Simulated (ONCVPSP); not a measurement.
**Ag: one change to an ONCV potential, before and after**

ONCVPSP 4.0.1 input, shortened (lines: element, Z, core and valence counts, functional; n l f; lmax; l rc ep ncon nbas qcut; lloc lpopt rc5 dvloc0; l nproj debl; icmod fcfact rcfact), LDA (Perdew-Zunger), scalar-relativistic:

```
  Ag 47.00    6    4        3      upf
    1    0    2.00
    2    0    2.00
    2    1    6.00
    3    0    2.00
    3    1    6.00
    3    2   10.00
    4    0    2.00
    4    1    6.00
    4    2   10.00
    5    0    1.00
    2
    0    1.45    0.00    4    9    9.10
    1    1.45    0.00    4    9    7.80
    2    1.85    0.00    4    9    8.40
    1    5    1.45    0.00
    0    2    1.50
    1    0    2.00
    2    1    2.50
    2    0.65    1.05
```

Change: s: qcut 7.7.

Cutoffs: the cutoffs (Ha) at which the residual kinetic energy of the hardest occupied pseudo-wave falls to 1 and 0.1 mHa per electron; they do not see the model core or the augmentation charge, which bear on the density cutoff. Errors are all-electron minus pseudo energies relative to the spin-unpolarised reference configuration.

Question: What does the change do?

Answer: The potential gets softer (29 Ha and 34 Ha → 25 Ha and 29 Ha); of the 4 tests that both files solve, the error grows in 1 and shrinks in 0 by more than 15 % and 0.3 meV (median size 18.5 → 18.6 meV); neither file shows a bound ghost. The waves are optimised to have the least kinetic energy above qcut, so the cutoff follows it (qcut²/2 in Ha).

| quantity | base | changed |
| --- | --- | --- |
| cutoff, loose | 29 Ha | 25 Ha |
| cutoff, tight | 34 Ha | 29 Ha |
| loose cutoff by channel | s 29 Ha, p 19 Ha, d 25 Ha | s 23 Ha, p 19 Ha, d 25 Ha |
| bound ghosts | none | none |
| GHOST(+) flags under 300 eV | none | none |
| error for 4s2 4p6 4d10 5s0, meV [ΔE 8.10 eV] | -0.8 | -1.1 |
| error for 4s2 4p6 4d9 5s0, meV [ΔE 30.49 eV] | +1.9 | +1.8 |
| error for 4s2 4p6 4d8 5s0, meV [ΔE 66.92 eV] | +35 | +35 |
| error for 4s2 4p6 4d7 5s0, meV [ΔE 118.85 eV] | +139 | +139 |
| s: phases at 1.47 bohr within 0.05 rad from the reference energy up to (Ha; the scan ends near 5) | to the end of the scan | to the end of the scan |
| p: phases at 1.47 bohr within 0.05 rad from the reference energy up to (Ha; the scan ends near 5) | 0.4 | 0.4 |
| d: phases at 1.88 bohr within 0.05 rad from the reference energy up to (Ha; the scan ends near 5) | 2.0 | 2.0 |
| rms error of d²Exc/dni dnj with the model core, mHa | 0.50 | 0.84 |
